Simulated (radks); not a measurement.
Results of a calculation; reference values are marked as such.
Spherical jellium clusters: N electrons in a uniform positive sphere of charge N and radius rs N^(1/3), rs = 2.3 bohr. Level of theory: non-relativistic Kohn-Sham, PBE, spin-polarised, spherical densities (a radial shooting solver with Libxc functionals). Levels are named by radial order and angular momentum (1s, 1p, 1d, 2s, ...), and open shells are averaged over m.

N = 2, configuration 1s2. This is the lowest configuration that the search found. Occupied levels:

level,occupation,eigenvalue (eV),<r> (bohr)
1s,2,-4.8449,2.778

Energy (eV): total -2.17388, kinetic 6.7571, external -39.609, Hartree 17.835, exchange-correlation -9.6937, background 22.537.

Electron density:

r (bohr),n(r) (e/bohr^3)
0.277,0.02690
0.586,0.02567
0.895,0.02367
1.20,0.02106
1.51,0.01805
1.82,0.01490
2.13,0.01181
2.44,0.008997
2.75,0.006602
3.06,0.004690
3.37,0.003253
3.67,0.002221
3.98,0.001497
4.29,0.001002
4.60,0.0006668
4.91,0.0004426
5.22,0.0002933
5.53,0.0001943
5.84,0.0001284
6.14,0.00008479
